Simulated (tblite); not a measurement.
Species: C6H4F4.
Atom-mapped SMILES: `[F:1][C:2]([F:3])=[C:4]([F:5])[C:6]1=[CH:7][C@H:8]([F:9])[CH2:10]1` (hydrogens: H11 on C7; H12 on C8; H13, H14 on C10)

Computed with GFN2-xTB (tblite), gas phase: Langevin dynamics at 300 K from the optimised GFN2-xTB geometry, time step 0.5 fs, friction 0.01 fs⁻¹, 2000 steps. The instantaneous temperature is 2·E(kin)/(3Nk) with all 3N coordinates.

```csv
t (fs),T (K),E(pot) above start (eV),F1–C2 (Å),C2–F3 (Å),C2=C4 (Å),C4–F5 (Å),C4–C6 (Å),C7–H11 (Å),C2–C4–C6–C7 (°)
0,232,0.000,1.321,1.326,1.338,1.347,1.436,1.072,179
25,178,0.322,1.328,1.328,1.327,1.359,1.411,1.108,-171
50,215,0.377,1.350,1.316,1.362,1.393,1.433,1.038,-177
75,271,0.350,1.331,1.280,1.356,1.355,1.415,1.134,-164
100,366,0.340,1.354,1.340,1.334,1.363,1.444,1.072,-157
125,249,0.530,1.305,1.312,1.331,1.328,1.448,1.028,-152
150,170,0.553,1.301,1.316,1.361,1.299,1.462,1.157,-141
175,350,0.348,1.333,1.350,1.336,1.309,1.468,1.047,-147
200,326,0.487,1.321,1.337,1.318,1.434,1.470,1.056,-145
225,223,0.660,1.302,1.286,1.344,1.397,1.408,1.122,-139
250,283,0.548,1.319,1.315,1.359,1.387,1.409,1.026,-150
275,186,0.630,1.344,1.379,1.303,1.350,1.418,1.096,-156
300,252,0.333,1.337,1.346,1.346,1.338,1.437,1.087,-155
325,356,0.355,1.308,1.305,1.363,1.299,1.424,1.037,-162
350,344,0.512,1.332,1.356,1.334,1.361,1.434,1.110,-155
375,420,0.556,1.321,1.300,1.293,1.396,1.411,1.088,180
400,360,0.630,1.325,1.324,1.371,1.407,1.438,1.036,158
425,307,0.503,1.308,1.345,1.364,1.369,1.430,1.126,175
450,328,0.517,1.304,1.368,1.333,1.324,1.446,1.059,172
475,344,0.425,1.312,1.327,1.339,1.292,1.406,1.052,161
500,300,0.515,1.329,1.381,1.346,1.388,1.441,1.137,163
525,317,0.441,1.275,1.326,1.340,1.421,1.413,1.054,170
550,411,0.437,1.308,1.316,1.343,1.399,1.454,1.054,179
575,261,0.625,1.333,1.312,1.326,1.353,1.398,1.123,-168
600,388,0.365,1.352,1.364,1.336,1.352,1.400,1.050,177
625,221,0.538,1.332,1.338,1.352,1.321,1.438,1.087,158
650,340,0.335,1.323,1.330,1.367,1.366,1.495,1.104,173
675,260,0.428,1.292,1.311,1.316,1.336,1.436,1.042,180
700,207,0.444,1.299,1.333,1.337,1.333,1.437,1.086,178
725,234,0.308,1.308,1.337,1.365,1.349,1.483,1.092,-178
750,240,0.359,1.348,1.327,1.317,1.337,1.505,1.054,172
775,191,0.418,1.325,1.322,1.326,1.298,1.483,1.070,177
800,366,0.360,1.315,1.309,1.365,1.325,1.438,1.067,178
825,249,0.596,1.350,1.312,1.371,1.312,1.455,1.097,178
850,263,0.515,1.325,1.294,1.306,1.341,1.467,1.075,-176
875,333,0.297,1.325,1.318,1.348,1.372,1.497,1.077,176
900,180,0.501,1.318,1.320,1.344,1.345,1.463,1.052,-175
925,255,0.378,1.321,1.348,1.324,1.375,1.443,1.116,-158
950,352,0.451,1.304,1.333,1.356,1.354,1.415,1.061,-165
975,309,0.325,1.293,1.322,1.352,1.356,1.445,1.072,-165
1000,270,0.463,1.311,1.351,1.337,1.348,1.463,1.090,-159
```

Problem. From 500 fs on, how do temperature and potential energy compare with equipartition?

Solution. The mean temperature of these 21 frames is 283 K against the target 300 K, and the mean potential energy 0.43 eV against 36 × kT/2 = 0.47 eV for 36 classical harmonic modes. For 14 atoms in a canonical ensemble the temperature itself scatters by T·√(2/(3N)) = 65 K; here its standard deviation is 63 K. The whole run lasts only 10 friction times of 100 fs, so these averages carry a wide statistical error.

Problem. What are the kinetic and total energies of the listed frame with the highest potential energy?

Solution. The one at 225 fs, 0.660 eV above the start. Its kinetic energy is 3NkT/2 = 0.404 eV at 223 K, so the sum is 1.06 eV; over the listed frames the sum runs from 0.42 to 1.32 eV, since the thermostat adds and removes energy.

Problem. How much do the listed bonds fluctuate from 500 fs on?

Solution. 
```
  bond  at the start (Å)  mean (Å)  standard deviation (Å)
 F1–C2             1.321     1.318                   0.019
 C2–F3             1.326     1.329                   0.020
 C2=C4             1.338     1.342                   0.018
 C4–F5             1.347     1.352                   0.028
 C4–C6             1.436     1.451                   0.030
C7–H11             1.072     1.079                   0.025
```

The motion is classical and holds no zero-point motion.

What follows is the cost of the whole dynamics run. On one thread, Intel Xeon at 2.50 GHz (x86_64), on a shared host, this took 42 s wall and 0.18 GiB of memory at its peak.
